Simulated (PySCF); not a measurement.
A structure optimised at ωB97X-D3(BJ)/def2-SVP, used in a PySCF frequency run:

```
Si
O 1 1.6628
H 2 0.9634 1 116.51
H 1 1.4812 2 105.37 3 171.41
H 1 1.4897 4 111.47 2 -122.96
Se 1 2.2706 4 111.48 5 -114.56
H 6 1.4669 1 93.41 4 -54.44
```

Q: Write its SMILES and formula.

A: O[SiH2][SeH], H4OSeSi

Q: What are its rotational constants (standard atomic weights)?

A: 17.222, 2.3937, 2.1957 GHz
